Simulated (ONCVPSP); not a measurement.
# Before and after: ONCV potential for molybdenum

molybdenum, optimised norm-conserving Vanderbilt (ONCV), made with ONCVPSP 4.0.1 (PBEsol, scalar-relativistic). Core [Ar] 3d10, reference 4s2 4p6 4d5 (charge +1). Waves: 4s: rc 1.75 bohr, ncon 4, nbas 8, qcut 5.8 1/bohr, 2 projectors, debl 0.6 Ha; 4p: rc 1.25 bohr, ncon 4, nbas 8, qcut 6.1 1/bohr, 2 projectors, debl 2.4 Ha; 4d: rc 1.85 bohr, ncon 3, nbas 8, qcut 7 1/bohr, 3 projectors, debl 0.7 Ha. Local part: polynomial inside 0.90 bohr (lpopt 3, dvloc0 0 Ha). Core correction: Teter function, fcfact 4.75, rcfact 1.6.

In the s channel the program set the typed energies aside and used -2.611, 0.250 Ha.

All-electron outer shells of the reference configuration (PBEsol, scalar-relativistic, ld1.x):

```csv
shell,level (eV),outermost node (bohr),outermost maximum (bohr)
4s,-71.05,0.51,0.99
4p,-45.25,0.52,1.08
4d,-10.41,0.53,1.38
```

Change: local potential polynomial inside 0.90 bohr (lpopt 3, dvloc0 -2.5 Ha).

Cutoffs: the cutoffs (Ha) at which the residual kinetic energy of the hardest occupied pseudo-wave falls to 1 and 0.1 mHa per electron; they do not see the model core or the augmentation charge, which bear on the density cutoff. Errors are all-electron minus pseudo energies relative to the spin-unpolarised reference configuration.

Question: How do hardness, ghosts and transferability respond?

Answer: The potential gets neither clearly harder nor softer (75 Ha and 129 Ha → 75 Ha and 129 Ha); the errors of the 4 common tests hardly move; the range in which the s phases agree narrows (upper end 3.2 → 2.2); neither file shows a bound ghost.

```tsv
quantity	base	changed
cutoff, loose	75 Ha	75 Ha
cutoff, tight	129 Ha	129 Ha
bound ghosts	none	none
GHOST(+) flags under 300 eV	s at 93.6 eV	s at 69.7 eV
error for 4s2 4p6 4d5 5s1, meV [ΔE -6.90 eV]	+0.9	+1.1
error for 4s2 4p6 4d4, meV [ΔE 15.46 eV]	+0.8	+0.6
error for 4s2 4p6 4d3, meV [ΔE 42.18 eV]	+7.6	+7.3
error for 4s2 4p6 4d4 5s1 5p1, meV [ΔE -3.14 eV]	+0.8	+0.9
s: phases at 1.77 bohr within 0.05 rad from the reference energy up to (Ha; the scan ends near 5)	3.2	2.2
p: phases at 1.27 bohr within 0.05 rad from the reference energy up to (Ha; the scan ends near 5)	to the end of the scan	to the end of the scan
d: phases at 1.88 bohr within 0.05 rad from the reference energy up to (Ha; the scan ends near 5)	to the end of the scan	to the end of the scan
rms error of d²Exc/dni dnj with the model core, mHa	3.89	3.89
```
